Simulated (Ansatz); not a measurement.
## A basis-limit estimate, worked out

An elementary step of SiH$_{4}$OF$_{2}$, closed shell (SiH₂OF₂ ([OH][SiH]([F])[F]) + H₂ → SiH₂F₂ ([F][SiH2][F]) + H₂O; bonds formed: Si1–H7, O2–H6; bonds broken: Si1–O2, H6–H7). “Start” is the structure reached by relaxing down from the saddle towards the reactants; PBE0-D4/def2-TZVP structures. The saddle:

```
8
angstrom
Si -0.3559 0.4766 -0.1282
O 0.9653 -0.5640 0.6266
F -0.4554 0.3687 -1.7200
F -1.6668 0.9234 0.6657
H 0.4382 1.7165 0.0045
H 0.1293 -1.2620 0.2850
H -0.9260 -1.1033 -0.0256
H 1.8714 -0.5559 0.2920
```

Ansatz 0.2.0; basis: def2-TZVPP and def2-QZVPP; cores frozen in the correlated methods.

Energies in eV:

| quantity | saddle | start |
| --- | --- | --- |
| Hartree–Fock, triple zeta (X = 3) | -15379.70862 | -15382.99962 |
| Hartree–Fock, quadruple zeta (X = 4) | -15380.34097 | -15383.65379 |
| MP2 correlation, X = 3 | -24.83494 | -24.18078 |
| MP2 correlation, X = 4 | -27.03579 | -26.36948 |
| CCSD(T) correlation, X = 3 | -25.99145 | -25.35581 |

(1) Work out the barrier at the basis limit: extrapolate Hartree–Fock as E(X) = E∞ + A exp(−7.88 √X) and the MP2 correlation as E(X) = E∞ + B X^−2.97 (the exponents that Neese and Valeev fitted for def2-TZVPP and QZVPP), then add CCSD(T) − MP2 in triple zeta.

T1 diagnostic: at most 0.013.

Results:

(1) Each step is linear, so take the differences first (saddle − start): Hartree–Fock 3.29100 (X = 3) and 3.31282 (X = 4); MP2 correlation -0.65416 and -0.66631; CCSD(T) correlation -0.63564.
Two points give E∞ = E(4) + w [E(4) − E(3)], with w = 1/(exp(7.88 (2 − √3)) − 1) = 0.1377 for Hartree–Fock and w = 1/((4/3)^2.97 − 1) = 0.7407 for the correlation.
Hartree–Fock: 3.31282 + 0.1377 × 0.02182 = 3.3158 eV.
MP2 correlation: -0.66631 + 0.7407 × (-0.01215) = -0.6753 eV.
CCSD(T) − MP2: -0.63564 − (-0.65416) = 0.0185 eV.
Sum: 3.3158 + (-0.6753) + 0.0185 = 2.6590 eV, or 61.32 kcal/mol. Plain CCSD(T) in triple zeta gives 2.6554 eV, so the larger basis shifts the result by 0.0036 eV.

Labels in which every atom is bracketed show which atoms are joined, not bond orders.

For scale, one of the runs: CCSD(T)/def2-TZVPP, 191 basis functions, launched by `ansatz run in.yaml --threads 4 --pin off --events-out ev --progress --plain --max-ram 9574MiB`. Time: 40 s of wall clock on 4 CPU threads of an Arm Neoverse V2; the host was shared. Peak host memory: 2.2 GiB.
